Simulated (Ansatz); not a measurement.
Breaking the Ge1–H2 bond in GeH (multiplicity 2 held). Energies count from the point at 1.606 Å.


Restricted levels (R-, RO-) in cc, def2 and unpolarised 6-31G sets keep to the state of the molecule at rest. Unrestricted levels (U-) break spin symmetry where that is lower. Active spaces are followed from rest. Full CI gives the lowest state of the spin. Curves can end on different states.

Cores are frozen in the correlated methods. Filled d and f shells under p-block atoms count as core.

The values were computed with Ansatz (an electronic-structure program). 

Energies in eV.

```csv
R (Å),RO-HF/cc-pVDZ,U-MP2/cc-pVDZ,"FIC-MRCISD+Q on CASSCF(5,5)/cc-pVDZ",FCI/cc-pVDZ
1.285,1.08,1.11,1.14,1.14
1.446,0.19,0.20,0.22,0.22
1.606,0.00,0.00,0.00,0.00
1.767,0.18,0.16,0.13,0.13
1.928,0.53,0.50,0.43,0.43
2.169,1.20,1.22,0.97,0.97
2.410,1.90,1.84,1.49,1.49
2.811,2.96,2.28,2.13,2.14
3.213,3.86,2.43,2.46,2.48
3.695,4.71,2.48,2.61,2.63
4.337,5.55,2.50,2.65,2.68
5.140,6.22,2.51,2.66,2.69
6.425,6.76,2.51,2.67,2.69
```

Doubts at one or more of the structures used: a restricted determinant that unrestricted orbitals would lower (RO-HF/cc-pVDZ); a spin-contaminated determinant (U-MP2/cc-pVDZ).
